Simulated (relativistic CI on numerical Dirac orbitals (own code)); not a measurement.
## What each ingredient does to the levels of Fe¹⁴⁺

Base calculation: Dirac-Coulomb-Breit CI, separate exchange-only KLI orbitals for each configuration, a model potential for QED, unscaled Slater integrals.

Configurations in the expansion (outside the closed core [Ne]): 3s², 3s3p, 3p², 3s3d, 3d², 3p3d, 3p4s, 3s4s, 3d4s, 3s4p, 3s4d, 3s4f, 3s5s, 3s5p, 3s5d, 4s². Levels of other configurations are missing.

Variants: (1) QED terms removed. Shifts of the energy above 3s² ¹S0, in cm⁻¹, for the lowest level and the first level of each name with at least 55 % of one term (blank where a level changes its place among those of its configuration and J or its character, or is not in the variant):

```tsv
Level	Base	Δ(1)
3s² ¹S0	0	0
3s3p ³P°0	232536	+665
3s3p ³P°1	238392	+653
3s3p ³P°2	252448	+618
3s3p ¹P°1	356483	+653
3p² ³P0	556068	+1345
3p² ¹D2	559630	+1200
3p² ³P1	565922	+1317
3p² ³P2	582772	+1247
3p² ¹S0	665396	+1260
3s3d ³D1	681956	+648
3s3d ³D2	682947	+643
3s3d ³D3	684496	+636
3s3d ¹D2	774185	+787
```

At this charge energies of transitions that change n are usually good to better than 1 %, and those within a shell (Δn = 0) to a few per cent.

Ionisation energy from the two ground configurations alone: base 452.852 eV. The NIST ASD value (measured) is 456.2 eV.

LS names give the leading component of a level, which can be under half, so a name can repeat, a term be missing and a line seem to break the LS rules.
